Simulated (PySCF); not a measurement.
C3H5FSi.

```xyz
10

F      2.6798     0.1091    -0.6142
C      1.6336     0.8911    -0.2896
C      0.5711     0.4429     0.3359
C     -0.5267     0.0206     0.9154
Si    -2.0103    -0.6216    -0.0542
H      1.7646     1.9348    -0.5922
H     -0.5821     0.0354     2.0153
H     -3.2152     0.1972     0.2708
H     -2.2925    -2.0349     0.3324
H     -1.7169    -0.5387    -1.5102
```

The structure is a stationary point at B3LYP-D3(BJ)/def2-SVP. The structure was generated by enumeration, and PubChem lists no compound with its InChIKey, so it may never have been made.

The numbers are results of PBE0/pcSseg-1 (PySCF), not measurements. Non-relativistic, no solvent.

Computed absolute GIAO shielding of each atom: isotropic value and principal components (ppm):
| atom | σ(iso) | σ11 | σ22 | σ33 | span |
|---|---|---|---|---|---|
| F1 | 368.3 | 280.2 | 405.3 | 419.3 | 139.1 |
| C2 | 46.8 | -20.0 | 64.9 | 95.4 | 115.4 |
| C3 | -41.9 | -61.9 | -48.7 | -15.0 | 46.8 |
| C4 | 80.6 | -3.7 | 70.9 | 174.6 | 178.3 |
| Si5 | 419.5 | 385.4 | 412.9 | 460.2 | 74.9 |
| H6 | 23.8 | 21.3 | 22.3 | 27.7 | 6.3 |
| H7 | 25.0 | 23.1 | 25.5 | 26.3 | 3.2 |
| H8 | 27.0 | 24.2 | 25.1 | 31.6 | 7.4 |
| H9 | 26.9 | 24.2 | 25.1 | 31.4 | 7.2 |
| H10 | 27.2 | 24.2 | 26.1 | 31.1 | 6.9 |
